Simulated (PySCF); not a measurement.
## Deuteron quadrupole couplings in `C=C[C@H]1[SiH2]C=C1CC[SiH3]`

Species: C₇H₁₄Si₂.
Atom-mapped SMILES: `[CH2:1]=[CH:2][C@H:3]1[SiH2:4][CH:5]=[C:6]1[CH2:7][CH2:8][SiH3:9]` (hydrogens: H10, H11 on C1; H12 on C2; H13 on C3; H14, H15 on Si4; H16 on C5; H17, H18 on C7; H19, H20 on C8; H21, H22, H23 on Si9)

Geometry (GFN2-xTB, Å), atoms numbered from 1 in this order:
```xyz
23
C7H14Si2 angstrom
C     -2.279    1.451   -1.286
C     -1.680    0.321   -0.948
C     -1.541   -0.186    0.433
Si    -2.280   -1.965    0.743
C     -0.424   -2.084    1.002
C     -0.188   -0.784    0.772
C      1.089   -0.022    0.824
C      1.591    0.342   -0.578
Si     3.261    1.249   -0.540
H     -2.387    1.759   -2.313
H     -2.693    2.114   -0.544
H     -1.281   -0.330   -1.718
H     -1.841    0.588    1.145
H     -3.132   -2.072    1.926
H     -2.890   -2.615   -0.415
H      0.304   -2.833    1.272
H      1.843   -0.624    1.340
H      0.936    0.897    1.397
H      1.677   -0.575   -1.166
H      0.839    0.959   -1.072
H      3.113    2.521    0.170
H      3.711    1.493   -1.912
H      4.247    0.422    0.161
```

Level: PBE0/pcSseg-1 (PySCF, non-relativistic); Q(2H) = 0.00286 b; rigid geometry, the same for H and D, with no vibrational averaging.

**Question.** Rank these positions by the coupling χzz of a deuteron there, largest first.
A. H16 (vinylic hydrogen)
B. H12 (vinylic hydrogen)
C. H21 (Si–H hydrogen)
D. H17 (methylene hydrogen)
E. H19 (methylene hydrogen)

**Answer.** A (227 kHz), B (215 kHz), E (207 kHz), D (201 kHz), C (109 kHz).

**Question.** Give the electric field gradient Vzz (the principal value of largest size), its asymmetry and the 2H coupling at each hydrogen.

**Answer.** 
```
atom  bonded to  bond length (Å)  Vzz (au)     η  χzz (kHz)
 H10         C1            1.077    0.3389  0.06        228
 H11         C1            1.078    0.3364  0.06        226
 H12         C2            1.084    0.3200  0.05        215
 H13         C3            1.093    0.3081  0.05        207
 H14        Si4            1.462    0.1641  0.00        110
 H15        Si4            1.461    0.1636  0.01        110
 H16         C5            1.079    0.3375  0.02        227
 H17         C7            1.094    0.2987  0.03        201
 H18         C7            1.094    0.2995  0.03        201
 H19         C8            1.093    0.3080  0.03        207
 H20         C8            1.092    0.3037  0.03        204
 H21        Si9            1.465    0.1625  0.01        109
 H22        Si9            1.464    0.1633  0.01        110
 H23        Si9            1.466    0.1617  0.01        109
```

**Question.** Average by the element that carries the hydrogen.

**Answer.** on C: 213 kHz over 9 positions, mean bond length 1.087 Å; on Si: 110 kHz over 5 positions, mean bond length 1.463 Å.

**Question.** How does χzz go with the bond length over the 9 C–H bonds?

**Answer.** A straight-line fit has a slope of -15.2 kHz for each 0.01 Å, with a correlation coefficient of -0.98, over lengths from 1.077 to 1.094 Å. The longer bonds have the smaller couplings here.

Isolated species at its GFN2-xTB geometry (one conformer only). GFN2-xTB bond lengths can be off by several hundredths of an ångström, more for odd bonds, and the gradients follow them. A larger basis could move these couplings by a tenth or more.
